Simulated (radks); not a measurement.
Problem. The mean radii <r> (bohr) of the occupied orbitals of an atom or ion are listed with their occupations. Method: non-relativistic Kohn-Sham, r2SCAN, spin-polarised, spherical densities, point nucleus; meta-GGA in the generalised Kohn-Sham scheme; computed with a radial shooting solver on a logarithmic mesh with Libxc functionals.

orbital  occ.      <r>
1s up       1  0.04639
1s down     1  0.04639
2s up       1   0.2065
2s down     1   0.2064
2p up       3   0.1788
2p down     3   0.1788
3s up       1   0.6078
3s down     1   0.6080
3p up       3   0.6213
3p down     3   0.6211
3d up       5   0.6768
3d down     5   0.6718
4s up       1    1.991
4s down     1    1.973
4p up       3    2.491

Name the element and its charge. Open shells, if any, are filled with parallel spins first.

Solution. Z = 33, arsenic, charge 0: As in [Ar] 3d10 4s2 4p3. The 1s radius gives Z: for a bare nucleus <r> = 1.5/Z, 0.04545 bohr for Z = 33, and screening makes it slightly larger (0.04639 here). The occupations add up to 33, and the charge is Z minus that.
